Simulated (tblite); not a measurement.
CHN, charge +1, doublet, at a GFN2-xTB geometry (a state made from the parent by changing its charge; the spin is typed, not shown lowest); GFN1-xTB in tblite 0.6.0.

tblite was given this input:
```
$ tblite run mol.xyz --method gfn1 --charge 1 --spin 1 --etemp 2000 --json tblite.json --no-restart

# file mol.xyz
3

C     -0.00000000    -0.00000000    -0.72004593
N      0.00000000     0.00000000     0.40993120
H      0.00000000     0.00000000     1.45075717
```

Output, abridged:

```
xTB calculator
 | screened Coulomb repulsion
 | Coulomb electrostatics
 |  * isotropic Klopman-Ohno-Mataga-Nishimoto electrostatics
 |  * onsite third-order electrostatics
 | DFT-D3(BJ) dispersion correction

halogen bonding energy    0.0000000000000E+00 Eh
repulsion energy          1.2395454899831E-01 Eh
dispersion energy        -3.4818554213752E-04 Eh
number of electrons       9.0000000000000E+00 e
integral cutoff           1.9731147476801E+01 bohr

------------------------------------------------------------
  cycle        total energy    energy error   density error
------------------------------------------------------------
      1     -4.979233936206  -5.1028403E+00   6.6544088E-01
      2     -5.029960920160  -5.0726984E-02   4.8178174E-01
      3     -5.117849308153  -8.7888388E-02   2.4282182E-01
      4     -5.123737943084  -5.8886349E-03   8.1874121E-02
      5     -5.127216037177  -3.4780941E-03   2.1476123E-02
      6     -5.127531070942  -3.1503377E-04   1.5691533E-03
      7     -5.127532907619  -1.8366771E-06   1.2576434E-04
      8     -5.127532916356  -8.7363654E-09   5.1103392E-05
      9     -5.127532918491  -2.1355966E-09   7.9335014E-08
------------------------------------------------------------

electronic energy        -5.2511392819476E+00 Eh
total energy             -5.1275329184914E+00 Eh

Post processing:
 | Mayer-Wiberg bond orders

[Info] JSON dump of results written to 'tblite.json'
```
